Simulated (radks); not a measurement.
Valence configurations of the technetium ion Tc+ (all share [Kr]). Calculated with a radial shooting solver on a logarithmic mesh with Libxc functionals: scalar-relativistic Kohn-Sham, r2SCAN, spin-polarised, spherical densities, finite nucleus; open shells are filled with parallel spins first (spin-orbit coupling, left out, can overturn this in heavy ions); meta-GGA in the generalised Kohn-Sham scheme; Fermi nuclear charge, rms radius 4.4112 fm. Energies are relative to 4d5 5s1; eigenvalues in eV for spin up.

valence	E (eV)	moment (Bohr magnetons)	e(4d)	e(5p)	e(5s)
4d5 5s1	0.000	6	-15.773	-	-12.427
4d6	1.604	4	-12.668	-	-
4d5 5s0.5 5p0.5	2.590	6	-16.345	-7.574	-12.677
4d5.5 5p0.5	3.322	5	-14.773	-6.940	-
4d4.5 5s1.5	3.521	5	-17.261	-	-12.955
4d4.5 5s1 5p0.5	4.545	6	-17.748	-8.164	-13.572
4d5 5p1	5.111	6	-16.898	-7.908	-
4d4 5s2	6.837	4	-18.661	-	-13.321
4d4 5s1.5 5p0.5	8.635	5	-19.244	-8.523	-14.095
4d3 5s1 5p2	21.374	6	-23.496	-10.603	-16.635

NIST lists [Kr] 4d5 5s1 as the ground configuration; this level of theory agrees among the configurations tried. The energies are those of spherical high-spin densities, not of single terms.
